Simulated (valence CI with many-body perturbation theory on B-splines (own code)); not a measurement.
**Nb IX: configurations and terms from energies and g**

Computed by valence CI with perturbative core correlation (CI+MBPT): five valence electrons over a frozen Dirac-Fock core [Ar] 3d10, a basis of 9 s, 9 p, 8 d, 6 f, 3 g, 1 h functions for each j, with the one-electron correlation potential Σ1, the two-electron term Σ2, the three-electron term Σ3, Breit, model QED; selected CI, second order for the rest, scaled by the run's own slope (own B-spline code, finite nucleus).

No measured spectrum was set against this ion. As an estimate, levels hold to about 250 cm⁻¹ or 0.2 % of their energy and the worst to 1 %, as in measured heavy ions of charge 2 to 7; those with d or f electrons hold less well. Among the levels kept, up to 760 cm⁻¹ of a level comes from second order outside the variational space, and about a tenth of that is noise between levels of different J, which matters for small intervals.

```
No.    J  Parity  E (eV)      g
  1  3/2     odd   0.000  1.907
  2  3/2     odd   3.103  0.972
  3  5/2     odd   3.990  1.200
  4  1/2     odd   6.310  0.665
  5  3/2     odd   7.791  1.255
  6  5/2    even  25.569  1.585
  7  3/2    even  27.105  1.715
  8  1/2    even  27.618  2.637
  9  3/2    even  31.460  0.843
 10  5/2    even  31.938  1.215
 14  3/2    even  40.159  0.486
 15  5/2    even  40.793  1.089
 16  7/2    even  41.786  1.255
 17  5/2    even  41.914  0.964
```

Energies count from the lowest level. Strongly mixed levels and levels close to another of their J and parity are left out, so the numbers can have gaps.

(1) Give configuration and LS term of each level.

Answers

(1) 1: 4s2 4p3 4S°; 2: 4s2 4p3 2D°; 3: 4s2 4p3 2D°; 4: 4s2 4p3 2P°; 5: 4s2 4p3 2P°; 6: 4s 4p4 4P; 7: 4s 4p4 4P; 8: 4s 4p4 4P; 9: 4s 4p4 2D; 10: 4s 4p4 2D; 14: 4s2 4p2 4d 4F; 15: 4s2 4p2 4d 4F; 16: 4s2 4p2 4d 4F; 17: 4s2 4p2 4d 2F.
